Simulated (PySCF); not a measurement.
H8N2OSi2, SMILES N[SiH2][Si@@H](N)O. Atoms are numbered in the order given.

```xyz
13

N      2.1964     1.0645     0.5380
Si     1.2388     0.2615    -0.7075
Si    -0.7296    -0.5690     0.2628
N     -1.4101     0.8180     1.0887
O     -1.6772    -1.2971    -0.9397
H      2.8613     0.4608     1.0313
H      1.6341     1.5631     1.2375
H      2.1082    -0.8031    -1.3222
H      0.8689     1.2504    -1.7879
H     -0.4783    -1.5450     1.3908
H     -1.6866     1.6378     0.5407
H     -2.0469     0.6903     1.8798
H     -2.4757    -1.7497    -0.6130
```
Charge 0, spin multiplicity 1.

Geometry: PBE-D3(BJ)/def2-SVP. The structure was generated by enumeration; whether it is a known compound was not checked. Other conformers were not sampled.

Two levels are set side by side: PBE/pcSseg-1 (PySCF) and PBE0/pcSseg-1 (PySCF). GIAO shifts against H2O (¹⁷O), NH3 (¹⁵N), TMS (²⁹Si), TMS (¹H) at the same level; non-relativistic, no solvent, atoms listed together averaged. Differences are taken from unrounded values.

```json
[
 {"quantity": "δ(¹⁵N) of N1 (ppm)", "PBE0": "-2.4", "PBE": "2.4", "PBE minus PBE0": "4.8"},
 {"quantity": "δ(²⁹Si) of Si2 (ppm)", "PBE0": "-48.9", "PBE": "-51.2", "PBE minus PBE0": "-2.3"},
 {"quantity": "δ(²⁹Si) of Si3 (ppm)", "PBE0": "-17.1", "PBE": "-18.5", "PBE minus PBE0": "-1.4"},
 {"quantity": "δ(¹⁵N) of N4 (ppm)", "PBE0": "43.9", "PBE": "51.1", "PBE minus PBE0": "7.1"},
 {"quantity": "δ(¹⁷O) of O5 (ppm)", "PBE0": "73.5", "PBE": "86.4", "PBE minus PBE0": "12.9"},
 {"quantity": "δ(¹H) of H6, H7 (ppm)", "PBE0": "0.09", "PBE": "-0.03", "PBE minus PBE0": "-0.11"},
 {"quantity": "δ(¹H) of H8, H9 (ppm)", "PBE0": "5.13", "PBE": "5.28", "PBE minus PBE0": "0.15"},
 {"quantity": "δ(¹H) of H10 (ppm)", "PBE0": "5.34", "PBE": "5.56", "PBE minus PBE0": "0.22"},
 {"quantity": "δ(¹H) of H13 (ppm)", "PBE0": "1.99", "PBE": "1.93", "PBE minus PBE0": "-0.06"}
]
```

Rough cost on one machine, each run with all the roots and properties that it gave: PBE0 against PBE within a factor of 2.
